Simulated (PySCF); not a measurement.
**Excitation energy of Be by level of theory**

Be [He] 2s2 (1S) → Be [He] 2s1 3s1 (3S), as a difference of total energies. All numbers are calculated (PySCF 2.14, scalar relativity by spin-free X2C-1e, in dyall-acv3z (15s9p4d2f, 76 functions)). Correlated levels: valence and next inner shell: nothing frozen; virtual orbitals above 40 to 60 times the deepest correlated orbital energy dropped. The calculations carry no spin-orbit coupling.

```tsv
method	excitation energy (eV)
UHF	5.324
MP2 (valence and next inner shell)	6.092
SCS-MP2 (valence and next inner shell)	6.282
CCSD (valence and next inner shell)	6.440
CCSD(T) (valence and next inner shell)	6.450
```

**Question.** How much does correlation contribute at CCSD(T) (valence and next inner shell)?

**Answer.** 6.450 − (5.324) = 1.126 eV, measured against UHF.

Errors of the correlated levels include the incompleteness of this basis.

For comparison: 6.457 eV (measured; NIST levels).
